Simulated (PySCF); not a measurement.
# Working with the constants of ZnO

PBE0 constants of ZnO, ³Π (triplet), unpaired electrons σ ↑, π ↑ (basis Zn def2-TZVPP, O def2-TZVPP; no relativity; PySCF 2.14; masses 63.9291 and 15.9949 u):

```
ωe              : 529.5 cm⁻¹
ωexe            : 4.88 cm⁻¹
Be              : 0.37837 cm⁻¹
αe              : 0.00415 cm⁻¹
D (centrifugal) : 7.73e-07 cm⁻¹
De to Zn + O    : 1.42 eV
```

(1) Give the vibrational terms G(v) and spacings up to v = 6.

(2) How well does the Morse estimate ωe²/(4ωexe) reproduce De, and what is D0?

The state was picked by a PBE0 search and need not be the measured ground state.

## Answers

(1) G(v) = ωe(v+½) − ωexe(v+½)².

| v | G(v) (cm⁻¹) | G(v) − G(v−1) | Bv (cm⁻¹) |
| --- | --- | --- | --- |
| 0 | 264 |  | 0.3763 |
| 1 | 783 | 520 | 0.3721 |
| 2 | 1293 | 510 | 0.3680 |
| 3 | 1793 | 500 | 0.3638 |
| 4 | 2284 | 490 | 0.3597 |
| 5 | 2765 | 481 | 0.3555 |
| 6 | 3236 | 471 | 0.3514 |

(2) It gives 1.78 eV, 125 % of the computed De. D0 = De − G(0) = 1.42 − 0.03 = 1.39 eV.
